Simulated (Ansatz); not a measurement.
Molecule: WO3, charge 0, multiplicity 1. 
Geometry from a B3LYP-D3(BJ)/def2-TZVP (Ansatz, an electronic-structure program) optimisation:
```
W
O 1 1.7281
O 1 1.7281 2 107.57
O 1 1.7281 2 107.57 3 -115.61
```
Charge 0, spin multiplicity 1.

Dipole moments at this geometry, in debye (magnitudes).

```json
[
 {"level": "revPBE/def2-TZVPD", "program": "Ansatz", "dipole (D)": "5.31"},
 {"level": "r2SCAN/def2-TZVPD", "program": "Ansatz", "dipole (D)": "5.56"},
 {"level": "B3LYP/def2-TZVPD", "program": "Ansatz", "dipole (D)": "5.62"},
 {"level": "r2SCANh/def2-TZVPD", "program": "Ansatz", "dipole (D)": "5.68"},
 {"level": "wB97X-V/def2-TZVPD", "program": "Ansatz", "dipole (D)": "5.91"},
 {"level": "CCSD(T)/def2-SVPD", "program": "Ansatz", "dipole (D)": "5.69"}
]
```
